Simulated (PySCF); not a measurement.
# Exercise with solution: chemical shift, span and skew from a shielding tensor

CH₄MgSSe, SMILES C[S][Mg][SeH]. Atoms are numbered in the order given.

```xyz
8

Mg     0.3781     0.0395    -0.0822
S      2.2113    -0.8570    -1.1563
C      1.5408    -2.3951    -1.9371
H      1.1650    -3.1071    -1.1887
H      2.3757    -2.8690    -2.4719
H      0.7476    -2.1755    -2.6657
Se    -1.5364     1.0435     1.0346
H     -1.2150     0.2809     2.2607
```

Geometry: B3LYP-D3(BJ)/def2-SVP. The structure was generated by enumeration; whether it is a known compound was not checked. Other conformers were not sampled.

GIAO shieldings from PBE/pcSseg-1 run with PySCF, non-relativistic, no solvent. The symmetric part of the tensor of C3 has the principal values 157.7, 160.1, 186.4 ppm. The same nucleus in TMS has σ = 182.0 ppm at this level (PySCF, at its B3LYP-D3(BJ)/def2-TZVP geometry).

Problem. Work out the isotropic shielding, the ¹³C shift against TMS, the span and the skew.

Solution. 
σ(iso) = (σ11 + σ22 + σ33)/3 = 168.1 ppm. δ = σ(ref) − σ(iso) = 182.0 − (168.1) = 13.9 ppm.
Span Ω = σ33 − σ11 = 28.7 ppm. Skew κ = 3(σ(iso) − σ22)/Ω = 0.83. Tumbling in solution averages the tensor to δ; in a static solid the shielding alone would spread this spin-1/2 line over Ω.
